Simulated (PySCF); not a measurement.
# Ag²⁺: ionisation energy

Ag²⁺ [Kr] 4d9 (2D) → Ag³⁺ [Kr] 4d8 (3F), as a difference of total energies. All numbers are calculated (PySCF 2.14, a scalar-relativistic core potential, in def2-TZVPPD with the def2 core potential (28 electrons) (6s4p3d2f1g, 56 functions)). Correlated levels: valence and next inner shell: nothing frozen outside the core potential. The calculations carry no spin-orbit coupling.

| method | ionisation energy (eV) |
| --- | --- |
| UHF | 32.980 |
| MP2 (valence and next inner shell) | 34.804 |
| SCS-MP2 (valence and next inner shell) | 34.571 |
| CCSD (valence and next inner shell) | 34.477 |
| CCSD(T) (valence and next inner shell) | 34.544 |

Task: How much does correlation contribute at CCSD(T) (valence and next inner shell)?

Result: 34.544 − (32.980) = 1.564 eV, measured against UHF.

The reference lies between the lowest fine-structure levels, while these numbers refer to the centres of the terms.

Errors of the correlated levels include the incompleteness of this basis.

For comparison: 34.8 ± 0.3 eV (semi-empirical (NIST evaluation); NIST Atomic Spectra Database, ionization energies).
